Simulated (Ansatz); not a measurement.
Relaxation of C2H7ClOSi (12 atoms, charge 0, multiplicity 1), to a largest force component of 0.02 eV/Å in at most 40 steps.

The calculation used RKS r2SCAN-D4/STO-3G (Ansatz 0.2.0).

```xyz
12
Properties=species:S:1:pos:R:3
Si 0.000 0.000 0.000
O 0.000 0.000 1.680
H -0.909 -0.281 2.017
Cl 2.009 0.000 -0.709
C -0.881 1.526 -0.623
H -1.933 1.272 -0.867
H -0.862 2.311 0.162
H -0.370 1.903 -1.534
C -0.881 -1.526 -0.623
H -1.380 -2.038 0.226
H -1.641 -1.233 -1.377
H -0.145 -2.215 -1.088
```

Q: Where does it end, and by what steps?

A: It converged. The force dipped under the threshold on the way, but the program's further checks kept it going. Limits of this set-up: minimal basis. After 19 steps the energy has fallen by 0.427 eV; H3 moved furthest, 1.10 Å.

```
step  energy less start (eV)  largest force component (eV/Å)  accepted
   0                  0.0000                           1.243       yes
   1                 -0.1519                           0.417       yes
   2                 -0.1893                           0.199       yes
   3                 -0.2108                           0.323       yes
   4                 -0.2356                           0.936       yes
   5                 -0.3145                           0.339       yes
   6                 -0.3790                           0.306       yes
   7                 -0.3700                           0.591        no
   8                 -0.3983                           0.229       yes
   9                 -0.4103                           0.133       yes
  10                 -0.4124                           0.394       yes
  11                 -0.4162                           0.407       yes
  12                 -0.4237                           0.126       yes
  13                 -0.4073                           0.869        no
  14                 -0.4258                           0.015       yes
  15                 -0.4260                           0.087       yes
  16                 -0.4263                           0.032       yes
  17                 -0.4265                           0.012       yes
  18                 -0.4266                           0.011       yes
  19                 -0.4267                           0.010       yes
```

```xyz
12
Properties=species:S:1:pos:R:3
Si -0.178 0.044 0.043
O -0.274 0.120 1.732
H 0.065 -0.786 2.054
Cl 1.872 0.053 -0.547
C -0.980 1.599 -0.603
H -2.058 1.590 -0.401
H -0.553 2.488 -0.126
H -0.838 1.694 -1.685
C -0.899 -1.527 -0.683
H -1.965 -1.611 -0.444
H -0.795 -1.526 -1.774
H -0.392 -2.420 -0.301
```

Time of the run: 93 s on 1 thread of Arm Neoverse V2, with other jobs on the host, peak memory 0.17 GiB.
